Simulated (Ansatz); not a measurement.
Cartesian coordinates (Å):
SMILES: [CH2]=[SnH2]
```xyz
6

C     -1.0805     0.0492     0.1558
Sn     0.8390    -0.0382    -0.1209
H     -1.6299     0.9654     0.0015
H     -1.6434    -0.8163     0.4705
H      1.7471    -1.4444     0.1058
H      1.7677     1.2843    -0.6127
```
Charge 0, spin multiplicity 1.

Level of theory: Ansatz (a program for electronic structure) with frozen-core CCSD(T)/def2-TZVPP // CAM-B3LYP-D3(BJ)/def2-TZVP. The restricted HF reference is unstable towards unrestricted orbitals.

```json
{
  "HF energy": "-253.46225 Ha",
  "MP2 correlation energy": "-0.51300 Ha"
}
```

Problem. Estimate the CCSD correlation energy, the (T) correction, the total energy and the T1 diagnostic.

Solution. 
| Property | Value |
|---|---|
| CCSD correlation energy | -0.52584 Ha |
| (T) correction | -0.02074 Ha |
| CCSD(T) total energy | -254.00883 Ha |
| T1 diagnostic | 0.016 |
